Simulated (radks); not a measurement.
Values are calculated unless marked as measured or tabulated.
Removal energies from the palladium ion Pd2+, [Kr] 4d8, by Delta-SCF beside the eigenvalue of the level emptied. Code: a radial shooting solver on a logarithmic mesh with Libxc functionals. Model: scalar-relativistic Kohn-Sham, PBEsol, spin-polarised, spherical densities, finite nucleus; Fermi nuclear charge, rms radius of each element as measured or else 0.836 A^(1/3) + 0.57 fm. Open shells are filled with parallel spins first.

removed from    final configuration  Delta-SCF (eV)  -eigenvalue (eV)
4d                         [Kr] 4d7          33.292            26.533
4p            [Ar] 3d10 4s2 4p5 4d8          83.096            75.224
4s            [Ar] 3d10 4s1 4p6 4d8          117.84            109.60
3d             [Ar] 3d9 4s2 4p6 4d8          369.38            350.80
